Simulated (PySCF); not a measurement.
Structure problem from calculated spectra and properties.

Elements present: C, F, H and Si. Monoisotopic mass: 164.0081 u.

- Rotational structure: rotational constants A, B, C: 2.496, 0.846, 0.823 GHz [GFN2-xTB]
- NMR, other nuclei: isotropic shieldings of nuclei other than C and H, by class: 273 (3 F), 301 (2 F), 429 (1 Si) ppm [GIAO PBE0/pcSseg-1]
- Polarisability: 67.8 au [PBE0/def2-SVPD]
- UV, strongest line: among the 6 lowest singlet transitions: S5 at 9.27 eV (134 nm, f = 0.390) [TDDFT PBE0/def2-SVPD]
- Dipole: 2.45 D [PBE0/def2-SVPD]
- 13C NMR: chemical shifts (computed TMS as zero) by class: 129.5 (1 C), 123.8 (1 C), 16.6 (1 C) ppm [GIAO PBE0/pcSseg-1]
- Triplet: lowest triplet excitation (Tamm–Dancoff): 8.08 eV [TDA PBE0/def2-SVPD]
- 1H NMR: chemical shifts (computed TMS as zero) by class: 4.10 (3 H), 1.59 (2 H) ppm [GIAO PBE0/pcSseg-1]
- UV, first state: lowest singlet excitation: 8.78 eV (141 nm, f = 0.030) [TDDFT PBE0/def2-SVPD]

Electronic properties: PySCF, gas phase, density fitting. Levels stand in brackets. Isolated species at its GFN2-xTB geometry (one conformer only). Each NMR value is the plain mean over a class of atoms that symmetry, rotation or inversion makes alike.

**Question.** Which formula fits the mass and the elements?

**Answer.** C3H5F5Si (calculated 164.0081). No other formula that holds each of these elements comes within 0.0003 u with a fitting electron parity and a possible valence count.

**Question.** Give a SMILES that accounts for the data.

**Answer.** Numbering: `[F:1][C:2]([F:3])([F:4])[C:5]([F:6])([F:7])[CH2:8][SiH3:9]`. Its formula, C3H5F5Si, gives 0 degrees of unsaturation, so no ring and no π bond. 3 carbons fall into 3 classes; from least to most shielded: CF3 carbon [C2] (129.5 ppm), CF2 carbon [C5] (123.8 ppm), sp3 carbon bound to silicon [C8] (16.6 ppm). Hydrogen classes from least to most shielded: 3 H on an SiH3 silicon, Si9 (4.10 ppm), 2 H on an sp3 carbon bound to silicon, C8 (1.59 ppm). The other shieldings belong to: 273 ppm, fluorine of a CF3 group [F1/F3/F4]; 301 ppm, fluorine of a CF2 group [F6/F7]; 429 ppm, SiH3 silicon [Si9]. The optimised geometry has point group Cs and is an asymmetric top. Structure: `FC(F)(F)C(F)(F)C[SiH3]`. The assignments are read from this structure; whether some other isomer fits the data as well wasn't checked.

The values belong to the conformer `[F:1][C:2]([F:3])([F:4])[C:5]([F:6])([F:7])[CH2:8][SiH3:9]`: F1–C2–C5–F6 -177°, C2–C5–C8–Si9 180°.
